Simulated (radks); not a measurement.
The nuclear charge of the nitrogen ion N+ is varied continuously with 6 electrons held in [He] 2s2 2p2. Method: scalar-relativistic Kohn-Sham, PBE, spin-polarised, spherical densities, finite nucleus; open shells are filled with parallel spins first; Fermi nuclear charge, rms radius 2.5582 fm; computed with a radial shooting solver on a logarithmic mesh with Libxc functionals. By the Hellmann-Feynman theorem dE/dZ = E(electron-nucleus)/Z, the electronic potential at the nucleus (averaged over a nucleus of fixed radius). The scalar-relativistic energy here is not variational (the density holds large components alone), so the two differ by a part that grows with Z.

\begin{tabular}{lrrrrr}
Z & E (hartree) & E(electron-nucleus)/Z (hartree) & HOMO & e(HOMO) (eV) & <r> HOMO (bohr) \\ \hline
6 & -37.81029 & -14.6961 & 2p & -6.095 & 1.746 \\
6.25 & -41.57913 & -15.4534 & 2p & -9.393 & 1.584 \\
6.5 & -45.53716 & -16.2096 & 2p & -13.154 & 1.453 \\
6.75 & -49.68419 & -16.9652 & 2p & -17.369 & 1.344 \\
7 & -54.02007 & -17.7203 & 2p & -22.032 & 1.252 \\
7.25 & -58.54471 & -18.4751 & 2p & -27.138 & 1.173 \\
7.5 & -63.25806 & -19.2298 & 2p & -32.683 & 1.103 \\
7.75 & -68.16009 & -19.9843 & 2p & -38.666 & 1.042 \\
8 & -73.25078 & -20.7388 & 2p & -45.085 & 0.9878 \\
\end{tabular}

The central difference of E at Z = 7 is -17.721 hartree, to compare with the third column; the second derivative is -3.02 hartree.
